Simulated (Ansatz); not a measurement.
Reactions of C2H4SSe (`CC(S)=[Se]`).

Gas-phase electronic energies from Ansatz, PBE0-D4/def2-TZVP geometries. CBS: MP2 limit from def2 TZ/QZ plus the TZ coupled-cluster correction, frozen cores. This one scheme is used for every species. Functionals use def2-TZVPP. For Se outer-core shells are correlated without core-valence functions, which leaves a few kJ/mol of doubt a bond. Scalar relativity is left out up to krypton. One conformer a species, not always the lowest.

```tsv
reaction	MP2/CBS(def2) (eV)	CCSD/CBS(def2) (eV)	PBE-D4 (eV)	CCSD(T)/CBS(def2) (eV)
`CC(S)=[Se]` + `OCC=S` → `COCC=S` + `SC=[Se]`	0.84	0.72	0.80	0.74
`CC(S)=[Se]` + H₂O → `OC(S)=[Se]` + CH₄	0.01	-0.03	-0.23	-0.03
`CC(S)=[Se]` + CH₄ → `CC(C)=[Se]` + H₂S	0.24	0.09	0.30	0.14
`CC(S)=[Se]` + `CB(N)S` → `CSB(C)N` + `SC=[Se]`	0.30	0.29	0.24	0.28
```

Largest T1 diagnostic: 0.017, for `OC(S)=[Se]`.
